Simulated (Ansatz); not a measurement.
Start from `C[SiH2]C(N)=O` and change one atom or group to get `CCC(N)=O`.

Ansatz, PBE0-D4/def2-TZVP geometries, multiplicity 1. Each molecule was computed in one conformer, which needn't be the lowest.

```csv
property,`C[SiH2]C(N)=O`
LUMO energy (PBE0/def2-TZVPP) / eV,-0.17
LUMO energy (B3LYP/def2-TZVPP) / eV,-0.41
HOMO–LUMO gap (PBE/def2-TZVPP) / eV,4.31
size of the dipole moment (PBE/def2-TZVPP) / D,2.88
HOMO–LUMO gap (ωB97M-V/def2-TZVPP) / eV,11.08
HOMO energy (ωB97M-V/def2-TZVPP) / eV,-9.28
```

Problem. What does the change do to each property? (Estimate.)

Solution. Ansatz gave: 
```
                                      property  `CCC(N)=O`  shift
            LUMO energy (PBE0/def2-TZVPP) / eV        0.77   0.94
           LUMO energy (B3LYP/def2-TZVPP) / eV        0.45   0.86
           HOMO–LUMO gap (PBE/def2-TZVPP) / eV        5.34   1.03
size of the dipole moment (PBE/def2-TZVPP) / D        3.61   0.73
       HOMO–LUMO gap (ωB97M-V/def2-TZVPP) / eV       11.95   0.87
         HOMO energy (ωB97M-V/def2-TZVPP) / eV       -9.75  -0.47
```

With PBE0 the HOMO falls by 0.36 eV and the LUMO rises by 0.94 eV, so the gap widens by about 1.30 eV. PBE moves the HOMO by -0.19 eV and ωB97M-V by -0.47 eV. Dipoles are sizes alone; their direction can turn.

B3LYP here is the variant with VWN-RPA as its local correlation; programs differ in this.
